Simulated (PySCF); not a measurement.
## How methods differ on the excitation energy of Ni²⁺

Ni²⁺ [Ar] 3d8 (3F) → Ni²⁺ [Ar] 3d7 4s1 (5F), as a difference of total energies. All numbers are calculated (PySCF 2.14, scalar relativity by spin-free X2C-1e, in x2c-QZVPPall (11s7p6d4f2g, 108 functions)). Correlated levels: valence: [Ar] frozen; valence and next inner shell: [Ne] frozen. The calculations carry no spin-orbit coupling.

```json
{"method": "UHF", "excitation energy (cm⁻¹)": "40752"}
{"method": "LDA", "excitation energy (cm⁻¹)": "54584"}
{"method": "PBE", "excitation energy (cm⁻¹)": "52998"}
{"method": "PBE0", "excitation energy (cm⁻¹)": "51786"}
{"method": "r2SCAN", "excitation energy (cm⁻¹)": "52092"}
{"method": "B97-3", "excitation energy (cm⁻¹)": "54299"}
{"method": "r2SCANh", "excitation energy (cm⁻¹)": "51657"}
{"method": "MP2 (valence)", "excitation energy (cm⁻¹)": "54066"}
{"method": "MP2 (valence and next inner shell)", "excitation energy (cm⁻¹)": "56038"}
{"method": "SCS-MP2 (valence and next inner shell)", "excitation energy (cm⁻¹)": "56128"}
```

Problem. Estimate what BHandHLYP gives.

Solution. 49764 cm⁻¹, closest to r2SCANh among the rows shown.

Problem. Estimate what SCS-MP2 (valence) gives.

Solution. 55500 cm⁻¹, closest to MP2 (valence and next inner shell) among the rows shown.

A first-order spin-orbit estimate (lowest level to lowest level, LS coupling) adds -0.011 eV.

The basis was made for the ground configuration and has no added diffuse functions, so the excitation energy can come out too high.
